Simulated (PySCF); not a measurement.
Structure problem from calculated spectra and properties.

Formula: C4H11BO2.

| Property | Result |
| --- | --- |
| XPS | B1s 196.5, C1s 289.9, C1s 290.2, C1s 292.4 (×2), O1s 538.3 (×2) eV [ΔSCF SCAN, pcX-2 on the ionised atom, pcseg-1 elsewhere, spin-free X2C] |
| Couplings | largest of the computed one-bond spin–spin couplings (means over like bonds): 13C–1H +147.4 (×6), 13C–1H +132.8 (×3), 13C–1H +118.5 (×2), 13C–11B +74.1, 13C–13C +36.8, 17O–13C +17.6 (×2), 17O–11B -10.9 (×2) Hz [B3LYP/pcJ-1, spin–dipole term left out for some pairs] |
| Rotational structure | rotational constants A, B, C: 2.622, 2.311, 1.267 GHz [PBE0-D3(BJ)/def2-SVP] |
| UV, strongest line | among the 10 lowest singlet transitions: S6 at 8.60 eV (144 nm, f = 0.157) [TDDFT CAM-B3LYP/def2-SVPD] |
| 1H NMR | chemical shifts (computed TMS as zero) by class: 3.56 (6 H), 0.92 (3 H), 0.56 (2 H) ppm [GIAO PBE0/pcSseg-1] |
| Dipole | 1.41 D [CAM-B3LYP/def2-SVPD] |
| 13C NMR | chemical shifts (computed TMS as zero) by class: 51.6 (2 C), 9.5 (1 C), 7.3 (1 C) ppm [GIAO PBE0/pcSseg-1] |
| Valence photoelectron | vertical ionisation energy: 10.37 eV [ΔSCF CAM-B3LYP/def2-SVPD] |
| NMR, other nuclei | isotropic shieldings of nuclei other than C and H, by class: 70 (1 B), 231 (2 O) ppm [GIAO PBE0/pcSseg-1] |

The electronic properties come from PySCF, for the isolated species, density fitting. Levels stand in brackets. Geometry: PBE0-D3(BJ)/def2-SVP, one conformer, isolated molecule. Each NMR value is the plain mean over a class of atoms that symmetry, rotation or inversion makes alike.

Problem. Propose a structure and show how it fits.

Solution. Numbering: `[CH3:1][CH2:2][B:3]([O:4][CH3:5])[O:6][CH3:7]`. 4 carbons fall into 3 classes; from least to most shielded: methoxy carbon [C5/C7] (51.6 ppm, 2 C), methyl carbon [C1] (9.5 ppm), sp3 carbon bound to boron [C2] (7.3 ppm). Hydrogen classes from least to most shielded: 6 H on 2 methoxy carbons, C5/C7 (3.56 ppm, a mean of values up to 0.9 ppm apart in this geometry), 3 H on a methyl carbon, C1 (0.92 ppm), 2 H on an sp3 carbon bound to boron, C2 (0.56 ppm). The other shieldings belong to: 70 ppm, three-coordinate boron [B3]; 231 ppm, boron-bound oxygen [O4/O6]. The couplings run between: +147.4 Hz, methoxy carbon [C5] and its hydrogen (with 5 like pairs); +132.8 Hz, methyl carbon [C1] and its hydrogen (with 2 like pairs); +118.5 Hz, sp3 carbon bound to boron [C2] and its hydrogen (with 1 like pair); +74.1 Hz, sp3 carbon bound to boron [C2] and three-coordinate boron [B3]; +36.8 Hz, methyl carbon [C1] and sp3 carbon bound to boron [C2]; +17.6 Hz, boron-bound oxygen [O4] and methoxy carbon [C5] (with 1 like pair); -10.9 Hz, boron-bound oxygen [O4] and three-coordinate boron [B3] (with 1 like pair). The core levels belong to: B1s 196.5 eV, three-coordinate boron [B3]; C1s 289.9 eV, sp3 carbon bound to boron [C2]; C1s 290.2 eV, methyl carbon [C1]; C1s 292.4 eV, methoxy carbon [C5/C7]; O1s 538.3 eV, boron-bound oxygen [O4/O6]. One atom of each topological class was ionised and stands for its class. The first electron is taken from the HOMO, whose largest Löwdin shares are 0.36 on a boron-bound oxygen, 0.27 on a boron-bound oxygen, 0.09 on a methoxy carbon and 0.07 on a methoxy carbon. By its constants the optimised geometry is an asymmetric top. Structure: ethyldimethoxyborane, `CCB(OC)OC`. Computed isomers that give other values at the same levels: `CB(O)OC(C)C` (13C chemical shifts (computed TMS as zero) by class: 65.3 (1 C), 25.4 (2 C), -1.1 (1 C) ppm). The assignments are read from this structure; whether some other isomer fits the data as well wasn't checked.

The values belong to the conformer `[CH3:1][CH2:2][B:3]([O:4][CH3:5])[O:6][CH3:7]`: C1–C2–B3–O4 179°, C2–B3–O4–C5 0°, C2–B3–O6–C7 -179°.
